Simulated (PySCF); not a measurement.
Species: C5H10O2.
SMILES with atom numbers: `[CH3:1][CH2:2][CH2:3][C:4](=[O:5])[O:6][CH3:7]` (hydrogens: H8, H9, H10 on C1; H11, H12 on C2; H13, H14 on C3; H15, H16, H17 on C7)

Cartesian coordinates in Å at the GFN2-xTB level; atoms count from 1:
```xyz
17
C5H10O2 angstrom
C     -1.9465    0.7058    0.3908
C     -1.6620   -0.6739   -0.1893
C     -0.3590   -1.2634    0.3604
C      0.8225   -0.4303   -0.0775
O      1.1468   -0.2255   -1.2169
O      1.4742    0.0750    0.9785
C      2.5993    0.8956    0.6971
H     -1.9832    0.6646    1.4774
H     -1.1702    1.4100    0.1001
H     -2.9004    1.0806    0.0273
H     -1.5844   -0.6058   -1.2755
H     -2.4839   -1.3502    0.0532
H     -0.2226   -2.2711   -0.0362
H     -0.3801   -1.3028    1.4493
H      2.3432    1.6426   -0.0571
H      2.8731    1.3724    1.6350
H      3.4262    0.2883    0.3232
```

Computed geometry: GFN2-xTB, gas phase.

Take the most abundant isotopes and a rigid rotor. The values belong to one conformer with, in the numbering `[CH3:1][CH2:2][CH2:3][C:4](=[O:5])[O:6][CH3:7]`, C1–C2–C3–C4 -65°, C2–C3–C4–O5 -60°, C3–C4–O6–C7 -179°.

Q: Give the principal moments of inertia and the rotational constants in MHz.

A: Ia = 107.96, Ib = 310.00, Ic = 337.98 u·Å²; 505379 MHz·u·Å²/I gives A = 4681, B = 1630, C = 1495 MHz.

Q: Classify the top.

A: A near-prolate asymmetric top; Ray's κ = -0.915.

Q: Is it planar, by Δ = Ic − Ia − Ib?

A: Not planar: Δ = Ic − Ia − Ib = -79.99 u·Å². For a rigid frame Δ = −2 Σ m c², so Σ m c² = 39.99 u·Å² lies off the ab plane: 10.34 from hydrogen and 29.66 from heavier atoms. The atom farthest from that plane is 1.72 Å away.

Q: Estimate the classical rotational partition function at 25 K, 50 K and 298.15 K.

A: Point group C1, symmetry number σ = 1; q = (√π/σ)·√((kT/h)³/(ABC)), k/h = 20836.6 MHz/K: 6240 at 25 K, 17600 at 50 K, 257000 at 298.15 K.

Stationary, but not proved a minimum. Constants of a rigid frame at the computed geometry: no zero-point averaging, no centrifugal distortion.
